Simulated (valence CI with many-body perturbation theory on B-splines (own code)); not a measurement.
# E1 transitions of Pd XXXIII

Calculated by configuration interaction combined with many-body perturbation theory (CI+MBPT): four valence electrons over a frozen Dirac-Fock core [Ne], a basis of 11 s, 11 p, 9 d, 7 f, 5 g, 2 h, 1 i functions for each j, with the one-electron correlation potential Σ1 (screened to all orders), the two-electron term Σ2, the three-electron term Σ3, Breit, model QED; selected single and double excitations, second order for the rest (own B-spline code, finite nucleus).

The last digits are not significant, and no measured levels were compared; by estimate large intervals hold to a few tenths of a per cent, small ones and those within an open d or f shell to about a per cent.

Lines 151 to 200 of 235 in falling wavelength, among levels below 2562200 cm⁻¹, chosen from the strongest by gf and those to the six lowest levels. Wavelengths and rates use the calculated energies. Electric multipoles are in the length gauge, E1 and E2 with the static RPA response of the core. Weak lines are less certain than strong ones. Lines between different terms over intervals too small for the method are left out, as are lines whose strength nearly cancels. Where a level lies close to another of its J and parity, the split of strength between their lines is uncertain. The highest levels of a list are the least certain.

Levels are named by their leading jj configuration (3d3/2^4 stands for four electrons in 3d with j = 3/2), which in mixed levels can hold well under half, so a name can repeat and another be missing. Letters in brackets count levels of one name in rising energy.

| λ vac (nm) | Upper | Lower | A (s⁻¹) | S (a.u.) |
| --- | --- | --- | --- | --- |
| 8.460 | (3s 3p1/2 3p3/2 3d5/2) J=2 [e] | (3s 3p1/2 3p3/2^2) J=1 [a] | 2.22e+10 | 3.32e-02 |
| 8.457 | (3s 3p1/2 3p3/2^2) J=1 [b] | (3s^2 3p1/2 3p3/2) J=1 | 7.65e+10 | 6.85e-02 |
| 8.437 | (3s 3p1/2 3p3/2 3d3/2) J=2 [a] | (3s 3p1/2^2 3p3/2) J=2 | 3.82e+09 | 5.66e-03 |
| 8.422 | (3s 3p1/2 3p3/2 3d3/2) J=1 [a] | (3s 3p1/2^2 3p3/2) J=2 | 3.32e+09 | 2.94e-03 |
| 8.399 | (3s 3p1/2 3p3/2 3d5/2) J=3 [d] | (3s^2 3p1/2 3d3/2) J=2 | 7.56e+09 | 1.55e-02 |
| 8.383 | (3s^2 3p3/2 3d5/2) J=3 | (3s^2 3p3/2^2) J=2 | 1.66e+11 | 3.37e-01 |
| 8.362 | (3s 3p3/2^2 3d3/2) J=2 | (3s 3p1/2 3p3/2^2) J=2 [b] | 1.83e+10 | 2.64e-02 |
| 8.326 | (3s 3p1/2 3p3/2 3d5/2) J=1 [b] | (3s^2 3p1/2 3d3/2) J=2 | 9.79e+09 | 8.37e-03 |
| 8.313 | (3s 3p1/2 3p3/2 3d3/2) J=2 [c] | (3s 3p1/2^2 3p3/2) J=1 | 4.44e+10 | 6.29e-02 |
| 8.300 | (3s 3p3/2^2 3d3/2) J=1 [b] | (3s 3p1/2 3p3/2^2) J=2 [b] | 8.50e+10 | 7.19e-02 |
| 8.292 | (3s 3p1/2 3p3/2 3d3/2) J=3 [a] | (3s 3p1/2^2 3p3/2) J=2 | 9.56e+09 | 1.88e-02 |
| 8.285 | (3s 3p3/2^2 3d3/2) J=1 [a] | (3s 3p1/2 3p3/2^2) J=0 | 6.61e+10 | 5.57e-02 |
| 8.150 | (3s 3p1/2 3p3/2 3d3/2) J=2 [b] | (3s 3p1/2^2 3p3/2) J=2 | 1.92e+10 | 2.56e-02 |
| 8.140 | (3s 3p3/2^3) J=2 | (3s^2 3p1/2 3p3/2) J=2 | 7.69e+09 | 1.02e-02 |
| 8.116 | (3s 3p1/2 3p3/2 3d5/2) J=3 [c] | (3s 3p1/2 3p3/2^2) J=2 [a] | 6.73e+10 | 1.24e-01 |
| 8.106 | (3p3/2^4) J=0 | (3s 3p1/2 3p3/2^2) J=1 [a] | 3.47e+10 | 9.12e-03 |
| 8.051 | (3s 3p1/2 3p3/2 3d3/2) J=2 [e] | (3s^2 3p1/2 3d3/2) J=2 | 5.07e+10 | 6.53e-02 |
| 7.953 | (3s 3p3/2^2 3d3/2) J=1 [b] | (3s 3p1/2 3p3/2^2) J=0 | 1.33e+10 | 9.93e-03 |
| 7.918 | (3s 3p1/2 3p3/2 3d5/2) J=3 [d] | (3s 3p1/2 3p3/2^2) J=2 [a] | 1.43e+10 | 2.45e-02 |
| 7.916 | (3s 3p3/2^2 3d5/2) J=4 | (3s 3p1/2 3p3/2^2) J=3 | 2.25e+10 | 4.96e-02 |
| 7.881 | (3s 3p1/2 3p3/2 3d5/2) J=3 [e] | (3s^2 3p1/2 3d3/2) J=2 | 5.44e+09 | 9.20e-03 |
| 7.878 | (3s 3p3/2^3) J=2 | (3s^2 3p1/2 3p3/2) J=1 | 3.44e+09 | 4.16e-03 |
| 7.864 | (3s^2 3p3/2 3d5/2) J=1 | (3s^2 3p3/2^2) J=2 | 4.56e+10 | 3.29e-02 |
| 7.762 | (3s 3p1/2 3p3/2 3d5/2) J=2 [d] | (3s 3p1/2 3p3/2^2) J=3 | 1.90e+10 | 2.20e-02 |
| 7.740 | (3s 3p1/2 3p3/2 3d3/2) J=1 [c] | (3s 3p1/2^2 3p3/2) J=1 | 9.26e+10 | 6.36e-02 |
| 7.711 | (3s 3p1/2 3p3/2 3d5/2) J=2 [e] | (3s 3p1/2 3p3/2^2) J=3 | 6.94e+09 | 7.85e-03 |
| 7.648 | (3s 3p1/2 3p3/2 3d5/2) J=1 [a] | (3s 3p1/2^2 3p3/2) J=2 | 2.80e+08 | 1.86e-04 |
| 7.635 | (3s 3p1/2 3p3/2 3d5/2) J=2 [a] | (3s 3p1/2^2 3p3/2) J=2 | 2.34e+09 | 2.57e-03 |
| 7.609 | (3s 3p1/2 3p3/2 3d3/2) J=2 [e] | (3s 3p1/2 3p3/2^2) J=2 [a] | 1.13e+10 | 1.23e-02 |
| 7.604 | (3s 3p1/2 3p3/2 3d5/2) J=3 [a] | (3s 3p1/2^2 3p3/2) J=2 | 9.55e+10 | 1.45e-01 |
| 7.603 | (3s 3p3/2^2 3d3/2) J=3 | (3s 3p1/2 3p3/2^2) J=3 | 1.21e+11 | 1.84e-01 |
| 7.577 | (3s 3p1/2 3p3/2^2) J=1 [a] | (3s^2 3p1/2^2) J=0 | 4.87e+10 | 3.13e-02 |
| 7.488 | (3s 3p3/2^2 3d3/2) J=2 | (3s^2 3p1/2 3d3/2) J=2 | 1.18e+10 | 1.22e-02 |
| 7.486 | (3s 3p1/2 3p3/2 3d3/2) J=2 [c] | (3s 3p1/2^2 3p3/2) J=2 | 1.67e+09 | 1.73e-03 |
| 7.462 | (3s 3p3/2^2 3d3/2) J=2 | (3s 3p1/2 3p3/2^2) J=3 | 2.95e+10 | 3.03e-02 |
| 7.456 | (3s 3p1/2 3p3/2 3d5/2) J=3 [e] | (3s 3p1/2 3p3/2^2) J=2 [a] | 5.26e+09 | 7.53e-03 |
| 7.456 | (3s^2 3p3/2 3d3/2) J=1 | (3s^2 3p1/2 3p3/2) J=2 | 2.43e+10 | 1.49e-02 |
| 7.413 | (3s^2 3p3/2 3d3/2) J=2 | (3s^2 3p1/2 3p3/2) J=2 | 1.93e+11 | 1.94e-01 |
| 7.374 | (3s 3p1/2 3p3/2 3d5/2) J=2 [d] | (3s 3p1/2 3p3/2^2) J=2 [a] | 3.63e+10 | 3.59e-02 |
| 7.362 | (3s^2 3p3/2 3d3/2) J=3 | (3s^2 3p1/2 3p3/2) J=2 | 2.04e+11 | 2.82e-01 |
| 7.360 | (3s 3p1/2 3p3/2 3d3/2) J=2 [d] | (3s 3p1/2^2 3p3/2) J=2 | 1.81e+11 | 1.78e-01 |
| 7.350 | (3s 3p1/2 3p3/2 3d3/2) J=1 [d] | (3s 3p1/2^2 3p3/2) J=1 | 1.38e+11 | 8.09e-02 |
| 7.328 | (3s 3p1/2 3p3/2 3d5/2) J=2 [e] | (3s 3p1/2 3p3/2^2) J=2 [a] | 3.79e+10 | 3.68e-02 |
| 7.318 | (3s 3p3/2^2 3d3/2) J=1 [a] | (3s 3p1/2 3p3/2^2) J=2 [a] | 1.34e+11 | 7.80e-02 |
| 7.315 | (3s 3p1/2 3p3/2 3d3/2) J=1 [b] | (3s 3p1/2^2 3p3/2) J=2 | 1.96e+11 | 1.14e-01 |
| 7.276 | (3s 3p1/2 3p3/2 3d5/2) J=3 [b] | (3s 3p1/2^2 3p3/2) J=2 | 3.98e+10 | 5.29e-02 |
| 7.235 | (3s^2 3p3/2 3d3/2) J=1 | (3s^2 3p1/2 3p3/2) J=1 | 2.10e+11 | 1.18e-01 |
| 7.230 | (3s 3p3/2^2 3d3/2) J=3 | (3s 3p1/2 3p3/2^2) J=2 [a] | 6.15e+10 | 8.03e-02 |
| 7.227 | (3s 3p1/2 3p3/2 3d3/2) J=0 [c] | (3s 3p1/2^2 3p3/2) J=1 | 6.89e+10 | 1.28e-02 |
| 7.195 | (3s^2 3p3/2 3d3/2) J=2 | (3s^2 3p1/2 3p3/2) J=1 | 1.05e+11 | 9.60e-02 |
